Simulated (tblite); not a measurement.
C2H9N3Si2.
Numbering: `[N:1]#[C:2][Si@@H:3]([NH2:4])[CH2:5][NH:6][SiH3:7]` (hydrogens: H8 on Si3; H9, H10 on N4; H11, H12 on C5; H13 on N6; H14, H15, H16 on Si7)

Cartesian coordinates in Å at the GFN2-xTB level; atoms count from 1:
```
atom  x, y, z in Å
N1    -3.383    2.204   -1.034
C2    -2.674    1.532   -0.436
Si3   -1.520    0.465    0.578
N4    -1.838   -1.157    0.123
C5     0.289    0.802    0.083
N6     1.167   -0.022    0.896
Si7    2.581   -0.795    0.303
H8    -1.757    0.845    1.982
H9    -1.103   -1.839    0.221
H10   -2.741   -1.577    0.274
H11    0.547    1.865    0.174
H12    0.450    0.531   -0.961
H13    1.148    0.263    1.863
H14    3.657    0.097   -0.156
H15    3.036   -1.592    1.441
H16    2.134   -1.612   -0.827
```

Calculated harmonic vibrations of the isolated species, GFN2-xTB (tblite), most abundant isotopes, no scaling. This tight-binding method is rough: wavenumbers can miss measured ones by several per cent, in bad cases by 10 to 20. Modes of hydrogen on silicon can be 10 to 20 % off. One conformer, not necessarily the lowest.

Harmonic wavenumbers (cm⁻¹): 34.1, 38.9, 73.7, 118.4, 140.3, 188.0, 235.4, 245.8, 247.4, 326.1, 342.7, 462.5, 483.4, 564.1, 605.1, 608.2, 630.6, 683.8, 731.0, 748.9, 773.8, 806.8, 822.7, 831.2, 861.3, 931.4, 1145.2, 1147.5, 1272.2, 1375.2, 1476.1, 1497.9, 2160.2, 2180.6, 2242.2, 2269.9, 2359.1, 2879.8, 2985.3, 3454.3, 3471.2, 3509.5.

A = 4267, B = 721.3, C = 666.0 MHz; mass 131.034 u (most abundant isotopes); point group C1, symmetry number 1.

Problem. Zero-point energy?

Solution. Half the sum of the wavenumbers: 23981 cm⁻¹ = 286.88 kJ/mol.

Problem. Give the ideal-gas entropy at 500 K and 1 bar in the rigid-rotor, harmonic-oscillator model (classical rotation).

Solution. Translation 180.41, rotation 129.63, vibration 239.79: S = 549.8 J/(mol K).

Problem. And Cp and H(500 K) − H(0)?

Solution. Cp = 231.71 J/(mol K), of which vibrations give 198.45 (their classical limit is 42 R = 349.2); H(500 K) − H(0) = 74.09 kJ/mol without the zero-point energy, 57.46 from vibrations.

Problem. What must be added to the electronic energy to get the Gibbs energy at 500 K and 1 bar?

Solution. ZPE + [H(500 K) − H(0)] − T·S = 286.88 + 74.09 − 274.91 = 86.06 kJ/mol.

Problem. Blend soft modes into free rotors: weight 1/[1 + (100 cm⁻¹/ν̃)⁴] for the oscillator and the rest for a rotor with moment μB/(μ + B), μ = h/(8π²ν), B = 10⁻⁴⁴ kg m². What vibrational entropy results?

Solution. 215.81 J/(mol K) in place of 239.79, which changes −T·S at 500 K by +11.99 kJ/mol.

Hindered rotation and anharmonicity are outside this model. Other conformers, if any are populated, would add a mixing term that is left out. The structure is chiral; the term R ln 2 for an equal mix with its mirror image is left out.

The run took 0.97 s wall on Arm Neoverse N1, one thread, on a shared host. The figure is for the frequency step alone.
